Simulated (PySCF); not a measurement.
Species: SnCl4.
Structure used (PBE0-D3(BJ)/def2-SVP), in Å, numbered top down from 1:
```xyz
5
SnCl4 angstrom
Sn     0.0160   -0.0176   -0.0032
Cl    -0.1563   -0.1222    2.3039
Cl     2.2456   -0.0008   -0.6226
Cl    -1.0158    1.8946   -0.8022
Cl    -1.0147   -1.8645   -0.9379
```

The calculation used PBE0-D3(BJ)/def2-SVP geometry optimisation, gas phase, def2 core potentials past Kr (PySCF).

**Question.** Which atoms are bound to Sn1, and at what distances?

**Answer.** 4 atoms: Cl5 2.312 Å, Cl3 2.314 Å, Cl4 2.315 Å, Cl2 2.316 Å.

**Question.** List the angles at Sn1.

**Answer.** 
```json
{"angle": "Cl2–Sn1–Cl4", "degrees": "110.4", "distance of the outer atoms (Å)": "3.80"}
{"angle": "Cl2–Sn1–Cl3", "degrees": "109.8", "distance of the outer atoms (Å)": "3.79"}
{"angle": "Cl2–Sn1–Cl5", "degrees": "109.5", "distance of the outer atoms (Å)": "3.78"}
{"angle": "Cl3–Sn1–Cl4", "degrees": "109.3", "distance of the outer atoms (Å)": "3.78"}
{"angle": "Cl3–Sn1–Cl5", "degrees": "109.1", "distance of the outer atoms (Å)": "3.77"}
{"angle": "Cl4–Sn1–Cl5", "degrees": "108.8", "distance of the outer atoms (Å)": "3.76"}
```

**Question.** What is the shape at Sn1?

**Answer.** Tetrahedral: angles from 108.8° to 110.4°; τ4 = (360° − α − β)/141° = 0.99 with α and β the two widest (0 for a square, 1 for a tetrahedron). Differences among atoms that Td makes equivalent are scatter left by the optimiser.

Point group: Td (every atom within 0.08 Å of its image). Charge 0, singlet. No PBE0-D3(BJ)/def2-SVP frequencies stand behind this structure, so it isn't proved a minimum.
